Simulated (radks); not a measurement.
Values are calculated unless marked as measured or tabulated.
Coherent X-ray form factor from a spherical all-electron density. Level of theory: non-relativistic Kohn-Sham, BLYP, spin-polarised, spherical densities, point nucleus (a radial shooting solver on a logarithmic mesh with Libxc functionals).

sin(theta)/lambda (1/angstrom),f0 (electrons)
0.05,13.862
0.1,13.468
0.15,12.868
0.2,12.132
0.25,11.333
0.3,10.538
0.4,9.121
0.5,8.025
0.6,7.194
0.8,5.905
1,4.775
1.25,3.564
1.5,2.676
2,1.731

The species is in the configuration that NIST lists as its ground one. Which atom or ion scatters so?

Answer. The potassium ion K5+, [Ne] 3s2 3p2. Extrapolating in s^2 from the first two rows gives f0(0) = 14.0, near the electron count 14; among species with that count, the fall with angle is slower the higher Z, and the table is that of Z = 19; from so few rows the species is fixed only to a neighbour or two.
